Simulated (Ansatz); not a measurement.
Compare A (`CN[SiH2]Cl`) with its isomer B (`N[SiH2]CCl`).

Gas-phase electronic energies from Ansatz, PBE0-D4/def2-TZVP geometries. CCSD(T)/CBS is the MP2 limit (def2-TZVPP, def2-QZVPP) plus CCSD(T) − MP2 in def2-TZVPP, frozen cores. Functionals use def2-TZVPP. B3LYP here is the variant with VWN-RPA as its local correlation; programs differ in this. One conformer a species, not always the lowest.

(1) Which isomer does CCSD(T)/CBS put lower? Give the gap. (Estimate.)

(2) Give E(B) − E(A) in kJ/mol with CCSD(T)/def2-TZVPP, HF/def2-TZVPP, CCSD/def2-TZVPP, PBE0-D4, CCSD(T)/def2-SVP, B3LYP, PBE-D4. (An estimate is asked.)

(3) Does the order hold for the free energy at 298.15 K (harmonic terms from PBE0-D4)? (An estimate is asked.)

Largest T1 diagnostic: 0.010.

Results:

(1) Computed: A, by 101.5 kJ/mol.

(2) Ansatz gave: CCSD(T)/def2-TZVPP 102.4, HF/def2-TZVPP 113.0, CCSD/def2-TZVPP 104.0, PBE0-D4 102.8, CCSD(T)/def2-SVP 117.9, B3LYP 104.2, PBE-D4 99.6. None reverses the order clearly.

(3) Computed: Yes: G(B) − G(A) = +95.2 kJ/mol, for one conformer each.

From PBE to PBE0 (25 % exact exchange), in def2-TZVPP and without D4, E(B) − E(A) moves by +3.2 kJ/mol. In def2-TZVPP, CCSD(T) changes the Hartree–Fock value by −10.6 kJ/mol (the triples alone add −1.7 kJ/mol) and MP2 by −7.9 kJ/mol.
